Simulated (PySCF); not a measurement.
C5H10AsNO.
SMILES with atom numbers: `[NH2:1][C:2](=[O:3])[C@@H:4]1[CH2:5][CH2:6][CH2:7][AsH:8]1` (hydrogens: H9, H10 on N1; H11 on C4; H12, H13 on C5; H14, H15 on C6; H16, H17 on C7; H18 on As8)

A linear-response calculation (PySCF, def2-SVPD basis, gas phase, vertical, core orbitals frozen in the response) gave these numbers; the functional is withheld.

Orbital energies (eV): HOMO-3 -9.95, HOMO-2 -9.39, HOMO-1 -8.88, HOMO -8.40, LUMO 0.80, LUMO+1 0.95, LUMO+2 1.36.

| state | E (eV) | f | main configurations (H = HOMO, L = LUMO) |
| --- | --- | --- | --- |
| S1 | 5.64 | 0.0007 | H-1→L (31%), H-1→L+2 (28%), H-1→L+7 (10%) |
| S2 | 6.00 | 0.089 | H→L (84%) |
| S3 | 6.28 | 0.036 | H→L+1 (81%) |
| S4 | 6.73 | 0.054 | H→L+2 (80%) |
| S5 | 6.98 | 0.020 | H-1→L+1 (50%), H-1→L (31%) |
| S6 | 7.08 | 0.011 | H-2→L (62%), H-2→L+1 (15%) |

Triplets (Tamm–Dancoff): T1 5.00 eV, H→L (82%); T2 5.20 eV, H-1→L (31%), H-1→L+2 (30%), H-1→L+7 (11%); T3 5.39 eV, H→L+1 (48%), H→L+2 (21%), H→L+3 (13%); T4 5.64 eV, H-2→L+2 (28%), H-2→L (26%), H-2→L+7 (12%).

Vertical ionisation energy by ΔSCF with the same functional: 9.17 eV. Mean static polarisability: 99.2 au.

Question: Which of these was used?
A. B3LYP
B. PBE
C. HF
D. CAM-B3LYP

Answer: D. CAM-B3LYP is range-separated, 19% exact exchange at short range and 65% at long range (ω = 0.33 bohr⁻¹). In this run −ε(HOMO) = 8.40 eV differs from the ΔSCF value by -0.78 eV, and S1 differs from the orbital gap of 9.20 eV by -3.57 eV. The ratio −ε(HOMO)/IP is 0.92. Usual ranges for neutral molecules in this basis: 0.85 to 0.93 with CAM-B3LYP, 0.5 to 0.7 with PBE, 0.67 to 0.83 with B3LYP; with Hartree–Fock the ratio is 1 or more (Koopmans' value less the relaxation energy is the ΔSCF value).

Method used: TDDFT CAM-B3LYP/def2-SVPD, vertical, gas phase, core orbitals frozen in the response in PySCF. Geometry: PBE0-D3(BJ)/def2-SVP, one conformer, isolated molecule. The CAM-B3LYP/def2-SVPD calculation is non-relativistic and has no spin–orbit coupling, an omission that weighs most on arsenic.
